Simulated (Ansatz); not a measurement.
Reactions of `CC[CH](O)[AlH2]`.

Program: Ansatz. Geometries: PBE0-D4/def2-TZVP. ΔE: electronic, gas phase. CCSD(T)/CBS is the MP2 limit (def2-TZVPP, def2-QZVPP) plus CCSD(T) − MP2 in def2-TZVPP, frozen cores. This one scheme is used for every species. DFT in def2-TZVPP. Elements past krypton have def2 core potentials. For Se, Sn outer-core shells are correlated without core-valence functions, which leaves a few kJ/mol of doubt a bond. Scalar relativity is left out up to krypton. Each species was taken in one conformer, which may not be the lowest.

```csv
reaction,r2SCAN-D4 (kJ/mol),PBE0-D4 (kJ/mol),HF/CBS(def2) (kJ/mol),ωB97X-V (kJ/mol)
`CC[CH](O)[AlH2]` + `[CH3][SnH2][CH3]` → `[CH3][SnH]([CH3])[AlH2]` + `CCCO`,-68,-72,-74,-63
`CC[CH](O)[AlH2]` + `COB[SiH3]` → `CO[B]([AlH2])[SiH3]` + `CCCO`,5,0,10,9
`CC[CH](O)[AlH2]` + `[SiH3][SeH]` → `[AlH2][Se][SiH3]` + `CCCO`,-167,-166,-177,-161
`CC[CH](O)[AlH2]` + `C1O[SiH2][SiH2]1` → `[AlH2][CH]1O[SiH2][SiH2]1` + `CCCO`,-31,-30,-28,-26
`CC[CH](O)[AlH2]` + `OB([SiH3])O[SiH3]` → `[AlH2][B]([SiH3])O[SiH3]` + `CCC(O)O`,175,169,190,175
`CC[CH](O)[AlH2]` + `COB([SiH3])Cl` → `CO[B]([AlH2])[SiH3]` + `CCC(O)Cl`,133,129,142,136
`CC[CH](O)[AlH2]` + `[SH][SnH3]` → `[AlH2][S][SnH3]` + `CCCO`,-164,-162,-172,-158
`CC[CH](O)[AlH2]` + `[AlH2][SH]` → `[AlH2][S][AlH2]` + `CCCO`,-157,-156,-169,-153
```

**Question.** Give the CCSD(T)/CBS values in the same order. (Best estimate.)

**Answer.** The calculation gave: -70, 9, -167, -29, 180, 139, -164, -157 kJ/mol.

Largest T1 diagnostic: 0.015, for `CO[B]([AlH2])[SiH3]`.
